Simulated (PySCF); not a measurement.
**Correlation energy of Zn (zinc, neutral)**

[Ar] 3d10 4s2, closed-shell 1S. Calculation: PySCF 2.14, in 6-31G*; the non-relativistic Hamiltonian (point nucleus). Frozen: [Ar]; 12 electrons correlated.

MP2 pair energies summed by pair of shells (mhartree):

| pair | energy | share (%) |
| --- | --- | --- |
| 3d-3d | -205.21 | 83.2 |
| 3d-4s | -22.59 | 9.2 |
| 4s-4s | -18.86 | 7.6 |

Total MP2 correlation energy: -246.67 mhartree.

Same-spin part -83.74 and opposite-spin part -162.93 mhartree; SCS-MP2 scales them by 1/3 and 6/5 to -223.43 mhartree.

```csv
level,correlation energy (mhartree)
CCSD,-233.47
(T),-6.89
CCSD(T),-240.36
```

Diagnostics: T1 = 0.0098, D1 = 0.0280, largest double amplitude 0.092.

Cost of the coupled-cluster step: 0.25 s of wall time on 1 thread of Neoverse-N1 (shared host), for 12 correlated electrons.

Iterations:

```
CC2 = 0
CCSD nocc = 6, nmo = 25
frozen orbitals [0, 1, 2, 3, 4, 5, 6, 7, 8]
max_cycle = 100
direct = 0
conv_tol = 1e-08
conv_tol_normt = 1e-06
diis_space = 8
diis_start_cycle = 0
Init t2, MP2 energy = -1777.72776997902  E_corr(MP2) -0.246671715659958
Init E_corr(CCSD) = -0.24667171566113
cycle = 1  E_corr(CCSD) = -0.223185442158825  dE = 0.0234862735  norm(t1,t2) = 0.0549772
cycle = 2  E_corr(CCSD) = -0.233061173394121  dE = -0.00987573124  norm(t1,t2) = 0.0209298
cycle = 3  E_corr(CCSD) = -0.232200541324055  dE = 0.00086063207  norm(t1,t2) = 0.00810128
cycle = 4  E_corr(CCSD) = -0.233477673746235  dE = -0.00127713242  norm(t1,t2) = 0.00242387
cycle = 5  E_corr(CCSD) = -0.233477669645444  dE = 4.1007904e-09  norm(t1,t2) = 0.000193734
cycle = 6  E_corr(CCSD) = -0.233470045028557  dE = 7.62461689e-06  norm(t1,t2) = 5.49551e-05
cycle = 7  E_corr(CCSD) = -0.233467779398329  dE = 2.26563023e-06  norm(t1,t2) = 8.50884e-06
cycle = 8  E_corr(CCSD) = -0.23346835737927  dE = -5.77980941e-07  norm(t1,t2) = 1.42272e-06
cycle = 9  E_corr(CCSD) = -0.233468378698527  dE = -2.1319257e-08  norm(t1,t2) = 4.15402e-07
cycle = 10  E_corr(CCSD) = -0.233468364198678  dE = 1.44998484e-08  norm(t1,t2) = 8.29622e-08
cycle = 11  E_corr(CCSD) = -0.233468364775743  dE = -5.77064452e-10  norm(t1,t2) = 1.73926e-08
CCSD converged
E(CCSD) = -1777.714566628141  E_corr = -0.2334683647757426
CCSD(T) correction = -0.0068924846107653
```
